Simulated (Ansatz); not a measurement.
Program: Ansatz. Geometries: PBE0-D4/def2-TZVP. ΔE: electronic, gas phase. CCSD(T)/CBS is the MP2 limit (def2-TZVPP, def2-QZVPP) plus CCSD(T) − MP2 in def2-TZVPP, frozen cores. Functionals use def2-TZVPP. HSE06 is defined as in plane-wave codes. Elements past krypton have def2 core potentials. For Sb, Sn outer-core shells are correlated without core-valence functions, which leaves a few kJ/mol of doubt a bond. Each species was taken in one conformer, which may not be the lowest.

Reaction (formal exchange of groups at the Si–O bond): `[NH2][Sn][O][SiH3]` + `[F][SbH][SiH3]` → `[F][Sb]([SiH3])[SiH3]` + `[NH2][Sn][OH]`

Task: Is it downhill or uphill in electronic energy at CCSD(T)/CBS, and by how much? (Estimate.)

Result: Ansatz gave: Uphill: ΔE = +73.5 kJ/mol.

Task: What do these levels give: LDA (SPW92), r2SCAN0-D4, HSE06-D4, BHLYP-D4, CAM-B3LYP, MP2/def2-SVP? (Best estimate.)

Result: The calculation gave: LDA (SPW92) 57.4, r2SCAN0-D4 72.9, HSE06-D4 60.2, BHLYP-D4 85.9, CAM-B3LYP 85.2, MP2/def2-SVP 83.1 kJ/mol.

Largest T1 diagnostic among the species: 0.017.

In def2-TZVPP, CCSD(T) changes the Hartree–Fock value by −23.6 kJ/mol (the triples alone add −3.8 kJ/mol) and MP2 by −24.8 kJ/mol. From PBE to PBE0 (25 % exact exchange), in def2-TZVPP and without D4, ΔE moves by +8.1 kJ/mol. Leaving LDA and LC-ωPBE aside and taking each functional with its dispersion term where it has one, the values, not all of them listed here, spread over 33.3 kJ/mol, from PBE-D4 to BHLYP-D4. LDA lies +4.0 kJ/mol from PBE without D4.
